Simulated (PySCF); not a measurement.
C3H5O2 (SMILES CCO[C]=O), doublet, at a GFN2-xTB geometry; CAMB3LYP/6-31G* (PySCF).

The PySCF input:
```python
from pyscf import gto, scf, dft

mol = gto.Mole()
mol.atom = '''
    C    -1.800248   -0.162872    0.126848
    C    -0.524674   -0.782183    0.658867
    O     0.535362    0.242282    0.785585
    C     1.190524    0.622180   -0.237448
    O     1.208641    0.346411   -1.402776
    H    -1.636326    0.239018   -0.870701
    H    -2.132824    0.640242    0.780131
    H    -2.578090   -0.920513    0.074137
    H    -0.645380   -1.166720    1.671533
    H    -0.153022   -1.564319   -0.007173
'''
mol.basis = '6-31g*'
mol.charge = 0
mol.spin = 1
mol.verbose = 4
mol.build()

mf = dft.UKS(mol)
mf.xc = 'camb3lyp'
mf.grids.atom_grid = (150, 974)
mf.kernel()
mf.analyze()
```

### Question
What does PySCF print? Leave out banner, timings and long lists.

### Answer

```
PySCF version 2.14.0

[INPUT] verbose = 4
[INPUT] num. atoms = 10
[INPUT] num. electrons = 39
[INPUT] charge = 0
[INPUT] spin (= nelec alpha-beta = 2S) = 1
[INPUT] symmetry False subgroup None
[INPUT] Mole.unit = angstrom
[INPUT] Symbol           X                Y                Z      unit          X                Y                Z       unit  Magmom
[...]
nuclear repulsion = 170.1789378281
number of shells = 40
number of NR pGTOs = 155
number of NR cGTOs = 80
basis = 6-31g*
ecp = {}

******** <class 'pyscf.dft.uks.UKS'> ********
method = UKS
initial guess = minao
damping factor = 0
level_shift factor = 0
DIIS = <class 'pyscf.scf.diis.CDIIS'>
diis_start_cycle = 1
diis_space = 8
diis_damp = 0
SCF conv_tol = 1e-09
SCF conv_tol_grad = None
SCF max_cycles = 50
direct_scf = True
direct_scf_tol = 1e-13
number electrons alpha = 20  beta = 19
XC library pyscf.dft.libxc version 7.1.2
    S. Lehtola, C. Steigemann, M. J. T. Oliveira, and M. A. L. Marques,  SoftwareX 7, 1–5 (2018)
XC functionals = camb3lyp
    T. Yanai, D. P. Tew, and N. C. Handy,  Chem. Phys. Lett. 393, 51 (2004)
radial grids:
    Treutler-Ahlrichs [JCP 102, 346 (1995); DOI:10.1063/1.469408] (M4) radial grids

becke partition: Becke, JCP 88, 2547 (1988); DOI:10.1063/1.454033
pruning grids: <function nwchem_prune>
grids dens level: 3
symmetrized grids: False
atomic radii adjust function: <function treutler_atomic_radii_adjust>
User specified grid scheme (150, 974)
small_rho_cutoff = 0
Set gradient conv threshold to 3.16228e-05
tot grids = 804960
init E= -268.232958924295

cycle= 1 E= -267.450520376393  delta_E= 0.782  |g|= 0.586  |ddm|= 2.22
cycle= 2 E= -267.264944065039  delta_E= 0.186  |g|= 0.937  |ddm|= 0.928
cycle= 3 E= -267.583009505504  delta_E= -0.318  |g|= 0.127  |ddm|= 0.615
cycle= 4 E= -267.588518364559  delta_E= -0.00551  |g|= 0.0477  |ddm|= 0.111
cycle= 5 E= -267.589398775087  delta_E= -0.00088  |g|= 0.00877  |ddm|= 0.0431
cycle= 6 E= -267.589446406767  delta_E= -4.76e-05  |g|= 0.00335  |ddm|= 0.0133
cycle= 7 E= -267.589454936228  delta_E= -8.53e-06  |g|= 0.000853  |ddm|= 0.00647
cycle= 8 E= -267.589455885799  delta_E= -9.5e-07  |g|= 0.000236  |ddm|= 0.00294
cycle= 9 E= -267.589455956552  delta_E= -7.08e-08  |g|= 0.000118  |ddm|= 0.000561
cycle= 10 E= -267.589455970869  delta_E= -1.43e-08  |g|= 5.01e-05  |ddm|= 0.000178
cycle= 11 E= -267.589455974257  delta_E= -3.39e-09  |g|= 1.91e-05  |ddm|= 8.19e-05
cycle= 12 E= -267.589455974997  delta_E= -7.4e-10  |g|= 1e-05  |ddm|= 5.25e-05
[...]
converged SCF energy = -267.589455975096  <S^2> = 0.75314006  2S+1 = 2.0031376
Total Energy =                        -267.589455975095973
[...]
spin_pop of  3 C 2px       0.16530
spin_pop of  3 C 2py       0.20074
spin_pop of  3 C 2pz       0.04935
spin_pop of  3 C 3px       0.00034
spin_pop of  3 C 3py       0.00037
spin_pop of  3 C 3pz       0.00012
spin_pop of  3 C 3dxy     -0.00021
spin_pop of  3 C 3dyz     -0.00007
spin_pop of  3 C 3dz^2     0.00049
spin_pop of  3 C 3dxz      0.00054
spin_pop of  3 C 3dx2-y2   -0.00029
spin_pop of  4 O 1s       -0.00000
spin_pop of  4 O 2s        0.00387
spin_pop of  4 O 3s        0.00031
spin_pop of  4 O 2px       0.11082
spin_pop of  4 O 2py       0.11240
spin_pop of  4 O 2pz       0.00278
spin_pop of  4 O 3px       0.00138
spin_pop of  4 O 3py       0.00120
spin_pop of  4 O 3pz       0.00023
spin_pop of  4 O 3dxy     -0.00001
spin_pop of  4 O 3dyz      0.00004
spin_pop of  4 O 3dz^2     0.00039
spin_pop of  4 O 3dxz     -0.00021
spin_pop of  4 O 3dx2-y2    0.00000
spin_pop of  5 H 1s       -0.00000
spin_pop of  5 H 2s        0.00042
spin_pop of  6 H 1s        0.00045
spin_pop of  6 H 2s       -0.00000
spin_pop of  7 H 1s        0.00404
spin_pop of  7 H 2s        0.00002
spin_pop of  8 H 1s       -0.00131
spin_pop of  8 H 2s        0.00001
spin_pop of  9 H 1s       -0.00326
spin_pop of  9 H 2s        0.00029
 ** Mulliken Spin Density (per atom)  **
spin density of  0 C =     -0.00321
spin density of  1 C =      0.08115
spin density of  2 O =      0.02660
spin density of  3 C =      0.66160
spin density of  4 O =      0.23320
spin density of  5 H =      0.00042
spin density of  6 H =      0.00045
spin density of  7 H =      0.00406
spin density of  8 H =     -0.00129
spin density of  9 H =     -0.00297
 ** Mulliken pop alpha/beta on meta-lowdin orthogonal AOs **
 ** Mulliken pop       alpha | beta **
In total            20.00000 | 19.00000
 ** Mulliken atomic charges   ( Nelec_alpha | Nelec_beta ) **
charge of  0C =     -0.31175  (     3.15427      3.15748 )
charge of  1C =      0.01726  (     3.03195      2.95079 )
charge of  2O =     -0.29110  (     4.15885      4.13225 )
charge of  3C =      0.35491  (     3.15335      2.49175 )
charge of  4O =     -0.35948  (     4.29634      4.06314 )
charge of  5H =      0.11945  (     0.44048      0.44007 )
charge of  6H =      0.11392  (     0.44326      0.44281 )
charge of  7H =      0.11616  (     0.44395      0.43989 )
charge of  8H =      0.12360  (     0.43755      0.43885 )
charge of  9H =      0.11702  (     0.44000      0.44297 )
Dipole moment(X, Y, Z, Debye): -2.42394, -1.50786,  1.63419
```
